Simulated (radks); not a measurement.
The copper ion Cu+ inside a hard spherical wall (all orbitals vanish at R), configuration held at [Ar] 3d10 and not refilled when levels cross. All-electron calculation, scalar-relativistic Kohn-Sham, PBEsol, spin-polarised, spherical densities, finite nucleus; Fermi nuclear charge, rms radius 3.8823 fm. Program: a radial shooting solver on a logarithmic mesh with Libxc functionals. Eigenvalues in eV for spin up, with the zero of energy where the potential of the charges vanishes at infinity; a dash marks a level that is unbound or too diffuse for the functional's potential to be trusted. A positive occupied level is held by the wall or, in an anion where self-interaction has pushed it up, behind a barrier. The pressure on the wall is -dE/dV.

R (bohr)  E (hartree)  kinetic (hartree)    e(2p)    e(3s)    e(3p)    e(3d)  e(4s, empty)  e(4p, empty)  pressure (GPa)
free      -1653.18530           1677.594  -924.77  -122.98  -80.612  -13.642       -11.775        -6.393               0
20        -1653.18530           1677.594  -924.77  -122.98  -80.612  -13.642       -11.775        -6.393        < 0.0001
15        -1653.18530           1677.594  -924.77  -122.98  -80.612  -13.642       -11.775        -6.392        < 0.0001
12        -1653.18530           1677.594  -924.77  -122.98  -80.612  -13.642       -11.775        -6.391        < 0.0001
4         -1653.14478           1677.842  -923.05  -121.42  -79.085  -12.185        -8.621        -0.412            10.8
2.5       -1652.44022           1680.853  -910.20  -111.11  -69.027   -1.595        16.958        31.946             607
1.5       -1642.95155           1716.862  -839.88  -62.842  -18.848   56.188        188.93        213.26           34400
